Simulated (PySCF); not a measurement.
An unknown shows these calculated signals:

¹H NMR (500 MHz, computed): δ 7.40 (m, 2H), 7.17 (m, 2H), 2.41 (s, 3H).

¹³C{¹H} NMR (computed): δ 171.5 (C), 140.3 (C), 137.3 (CH), 121.2 (CH), 23.5 (CH3).

Theoretical values (PySCF 2.14.0 with density-fitted response routines): GIAO B97-2/pcSseg-2 shieldings, geometry from PBE0-D3(BJ)/def2-TZVP. One computed conformer, no solvent model, fast rotation and ring inversion assumed for equivalent nuclei, non-relativistic Hamiltonian.

δ = σ(ref) − σ, references computed at the same level: TMS for ¹H (σ = 31.64 ppm), ¹³C (σ = 185.38 ppm).

Which of these does the molecule contain: an S-methyl group, a ketone, a benzene ring, a Si–CH3 group?

## Answers


- An S-methyl group: no.
- A ketone: no.
- A benzene ring: yes.
- A Si–CH3 group: no.

The data belong to 4-methyl-1-fluorobenzene (SMILES Cc1ccc(F)cc1); they needn't prove each group on their own.

Carbon signals by region: 1 in the far downfield region (above 160 ppm), 3 in the sp2 and nitrile region (100–160 ppm), 1 below 50 ppm. Above 160 ppm: 171.5, aromatic carbon bearing fluorine.

Splittings by ¹⁹F in the carbon and heteronuclear signals aren't shown, as no couplings were computed. Shifts are as computed. Against solution values, carbons near 30 ppm lie about +3 ppm off and those near 130 ppm about +7 ppm. Of 1211 compounds with measured shifts, 218 miss one by over three times the rms of a fit or turn the order of signals round; such compounds aren't used in these exercises. No couplings were computed; multiplicities are counted from neighbouring protons, with m where these are inequivalent, close in shift, in a saturated or five-membered ring or joined by F or P, and br s for small geminal =CH2 splittings.
